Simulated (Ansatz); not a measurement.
`NC([AsH2])C=O`, charge 0, multiplicity 1.

Question: Give a relaxed structure at PBE0-D4/def2-TZVP (Ansatz). (Best estimate.)

Answer: Ansatz gave: 
Cartesian coordinates in Å:
```
N 0.440 -0.175 1.292
C 0.013 -0.491 -0.041
As -1.806 0.248 -0.479
C 0.911 -0.053 -1.159
O 1.856 0.674 -1.013
H 0.513 0.830 1.399
H 1.375 -0.540 1.447
H -0.147 -1.572 -0.149
H -1.441 1.654 -0.019
H -2.351 -0.132 0.887
H 0.637 -0.443 -2.164
```
This is one stationary point; other conformers may exist.
